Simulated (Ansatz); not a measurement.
Gas-phase electronic energies from Ansatz, PBE0-D4/def2-TZVP geometries. CBS: MP2 limit from def2 TZ/QZ plus the TZ coupled-cluster correction, frozen cores. Functionals use def2-TZVPP. B3LYP here is the variant with VWN-RPA as its local correlation; programs differ in this. For Zn outer-core shells are correlated without core-valence functions, which leaves a few kJ/mol of doubt a bond. Scalar relativity is left out up to krypton.

Consider the substitution at a C–C bond: `CC1[SiH2]C1=O` + `[NH2][ZnH]` → `C[NH][ZnH]` + `O=C1C[SiH2]1`.

```tsv
level	ΔE (kJ/mol)	difference from CCSD(T)/CBS
PBE-D4	52.2	0.0
r2SCAN-D4	52.9	0.7
PBE0-D4	51.1	-1.1
B3LYP-D4	48.3	-3.9
ωB97M-V	49.0	-3.2
B2PLYP	49.0	-3.2
PBE	50.5	-1.7
r2SCAN	52.3	0.1
HF/def2-TZVPP	39.6	-12.6
SCS-MP2/def2-TZVPP	50.4	-1.8
CCSD/def2-TZVPP	47.6	-4.6
CCSD(T)/def2-TZVPP	50.0	-2.2
HF/def2-QZVPP	39.5	-12.7
MP2/def2-QZVPP	56.8	4.6
HF/CBS(def2)	39.5	-12.7
CCSD/CBS(def2)	49.8	-2.4
CCSD(T)/CBS	52.2	0
```

Largest T1 diagnostic among the species: 0.017.

In def2-TZVPP, CCSD(T) changes the Hartree–Fock value by +10.4 kJ/mol (the triples alone add +2.4 kJ/mol) and MP2 by +16.0 kJ/mol.
